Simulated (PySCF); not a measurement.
Cl3FHNW, multiplicity 1. Atoms are numbered in the order given.

```xyz
7

W      0.1843     0.2011     0.0000
N      0.3978     1.9229     0.0000
H      0.5248     2.9339     0.0000
F      2.0045    -0.1370     0.0000
Cl    -1.0299     0.2030    -1.9170
Cl    -1.0299     0.2030     1.9170
Cl     0.0015    -2.1730     0.0000
```

Geometry optimised at PBE0-D3(BJ)/def2-SVP. The multiplicity is an assumed one; no other spin state was optimised. The structure was generated by enumeration; whether it is a known compound was not checked. The def2 effective core potentials stand for the cores of W; spin–orbit coupling is left out.

All values below come from CAM-B3LYP/def2-TZVP in PySCF.

Atomic charges (e):

```json
[
 {"atom": "W1", "Löwdin": "0.07", "Mulliken": "1.30"},
 {"atom": "N2", "Löwdin": "-0.26", "Mulliken": "(withheld)"},
 {"atom": "H3", "Löwdin": "0.17", "Mulliken": "(withheld)"},
 {"atom": "F4", "Löwdin": "-0.19", "Mulliken": "(withheld)"},
 {"atom": "Cl5", "Löwdin": "0.14", "Mulliken": "-0.22"},
 {"atom": "Cl6", "Löwdin": "0.14", "Mulliken": "-0.22"},
 {"atom": "Cl7", "Löwdin": "-0.07", "Mulliken": "-0.36"}
]
```

Q: Some entries are withheld; supply them. (The exact figures need the calculation; the answer reports its results.)

A: 
- N2, Mulliken: -0.46
- H3, Mulliken: 0.26
- F4, Mulliken: -0.32
